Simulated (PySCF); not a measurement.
Radial density of Ga (gallium, neutral)

UHF, [Ar] 3d10 4s1 4p2, high-spin 4P determinant (an excited configuration). Computed with PySCF 2.14 in aug-cc-pVQZ-DK, with the spin-free X2C one-electron Hamiltonian (Gaussian nucleus).

```
r (bohr)  4πr²ρ (e/bohr)  4πr²(ρα − ρβ)
 0.00108          0.4545         0.0002
 0.00182           1.117         0.0005
 0.00305           2.671         0.0011
 0.00514           6.116         0.0024
 0.00864           12.96         0.0051
  0.0145           24.02         0.0091
  0.0245           35.42         0.0123
  0.0411           36.90         0.0111
  0.0692           30.35         0.0178
   0.116           39.21         0.0481
   0.196           39.28        -0.0019
   0.329           20.97        -0.0313
   0.554           26.90         0.0390
   0.931           12.86         0.0082
    1.57           2.564         0.8546
    2.64           1.172         1.1059
    4.43          0.3161         0.3157
    7.46         0.01345         0.0135
    12.5       1.950e-05         0.0000
```

Densities and radii are taken from the X2C orbitals without a picture-change correction, which distorts them close to the nucleus.

Problem. Where is the radial spin density 4πr²(ρα − ρβ) most negative, and why is it negative at all?

Solution. Around r = 0.329 bohr, down to -0.0313 e/bohr: exchange with the open shell polarises the paired shells in an unrestricted calculation.
